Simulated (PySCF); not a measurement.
## Relaxation of sextet SmH₄⁻

All numbers come from UB3LYP/[Sm def2-SVP with ECP28, H def2-SVP], scalar-relativistic core potentials, density fitting, no spin–orbit coupling, PySCF. A (50,194) grid was used.

A hand-made square planar start, of D4h symmetry, held to at least that symmetry:

Coordinates in bohr (charge -1 multiplicity 6):
```
Sm    0.0000    0.0000    0.0000
H     3.8550    0.0000    0.0000
H     0.0000    3.8550    0.0000
H    -3.8550    0.0000    0.0000
H     0.0000   -3.8550    0.0000
```

Optimiser trace:
```tsv
step	E − E(last) (kJ/mol)	largest gradient (Eh/bohr)
0	28.81	0.02016
1	14.26	0.01360
2	0.94	0.00320
3	0.02	0.00049
4	0.00	0.00002
```

It ends at D4h with Sm–H 2.195 Å (×4); H–Sm–H 90.0° (×4), H–Sm–H 180.0° (×2). A frequency run shows 1 imaginary mode, down to 319i cm⁻¹, so it is a saddle point.

Final geometry:
```xyz
5
charge -1 multiplicity 6, angstrom
Sm    0.0000    0.0000    0.0000
H     2.1947    0.0000    0.0000
H     0.0000    2.1947    0.0000
H    -2.1947    0.0000    0.0000
H     0.0000   -2.1947    0.0000
```

The determinant is spin-contaminated (⟨S²⟩ = 8.98, pure value 8.75). Other spin states or occupations of the open shell can lie lower. The pruned grid is coarse for the open f shell: energies are uncertain by about 2 kJ/mol and soft modes are noisy. The basis has no diffuse functions, which an anion would want. With an element this heavy the missing spin–orbit coupling can shift these numbers.
